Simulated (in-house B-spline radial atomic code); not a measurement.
A run on C³⁺ that did not converge. Method: non-relativistic SCAN, spin-polarised, spherical fractional occupations, point nucleus; computed with a B-spline radial code for spherical atoms.

Command:
```bash
python run_scf.py task.json out
```
Settings:
```
Z                6
configuration    [He] 2s1
hamiltonian      nr
method           scan,scan
spin_polarised   True
```

First and last ten iterations of the last attempt (damped for 15 steps, keeping 80 % of the old Fock matrix, then DIIS):
```
 iter        energy (Eh)    residual
    1         -34.774780    2.03e-02
    2         -34.775591    7.07e-04
    3         -34.775592    5.77e-04
    4         -34.775592    4.71e-04
    5         -34.775593    3.84e-04
    6         -34.775593    3.14e-04
    7         -34.775593    2.56e-04
    8         -34.775593    2.09e-04
    9         -34.775593    1.71e-04
   10         -34.775593    1.39e-04
  111      191043.687955    3.04e+02
  112       70292.973922    3.04e+02
  113       70118.251684    3.01e+02
  114       60252.880692    3.16e+02
  115       60209.432590    3.16e+02
  116       15211.168549    3.21e+02
  117        6490.607579    2.90e+02
  118        6509.819175    2.91e+02
  119     2328740.366830    3.81e+02
  120      503375.815781    6.72e+02
 not converged after 120 iterations
```

The smallest residual met was 4.9e-05; the threshold is about 1e-07. No energy from this run should be used.